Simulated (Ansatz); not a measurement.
Species: C4H11Ge (charge 0, doublet). It need not be the lowest isomer of its formula. 
Structure (B3LYP-D3(BJ)/def2-TZVP (Ansatz, an electronic-structure program) minimum search):
```xyz
16

C      3.7862    -0.1564     0.0359
C      2.4930     0.4854     0.3837
C      1.1983    -0.1814     0.0776
C     -0.0217     0.7282     0.2449
Ge    -1.7298    -0.1676    -0.1609
H      3.7878    -0.5222    -0.9968
H      4.6276     0.5273     0.1557
H      3.9918    -1.0346     0.6683
H      2.4873     1.3397     1.0507
H      1.0769    -1.0714     0.7191
H      1.2305    -0.5823    -0.9442
H      0.0663     1.6005    -0.4064
H     -0.0758     1.1034     1.2697
H     -1.9316    -1.3760     0.7755
H     -2.9131     0.8020     0.0218
H     -1.7278    -0.6773    -1.6162
```
Charge 0, spin multiplicity 2.

Property: atomisation energy (electronic, to ground-state atoms), in kcal/mol. Correlated levels leave the core frozen unless marked. UHF or UKS for open shells. Spin-orbit coupling is left out. Frozen are the shells of the preceding noble gas and the d and f shells that filled before the atom's block. Non-relativistic. The coupled-cluster limit lacks core correlation, which all-electron functionals hold. CBS marks a two-point X^-3 extrapolation of the correlation energy; Hartree-Fock from the larger set. The bracket is a focal-point correction in the basis named.

```json
[
 {"level": "HF/cc-pVQZ", "program": "Ansatz", "atomisation energy (kcal/mol)": "1043.9"},
 {"level": "BLYP/def2-TZVPD", "program": "Ansatz", "atomisation energy (kcal/mol)": "1346.1"},
 {"level": "r2SCAN-D3(BJ)/def2-TZVPD", "program": "Ansatz + dftd3", "atomisation energy (kcal/mol)": "1379.6"},
 {"level": "PBE0-D4/def2-TZVPD", "program": "Ansatz + dftd4", "atomisation energy (kcal/mol)": "1379.5"}
]
```

### Question
Estimate the value at RI-MP2/CBS(cc-pVTZ,cc-pVQZ)+[CCSD(T)-MP2]/cc-pVTZ as computed with Ansatz.

### Answer
1370.8 kcal/mol, so PBE0-D4/def2-TZVPD differs from it by 8.7 kcal/mol.
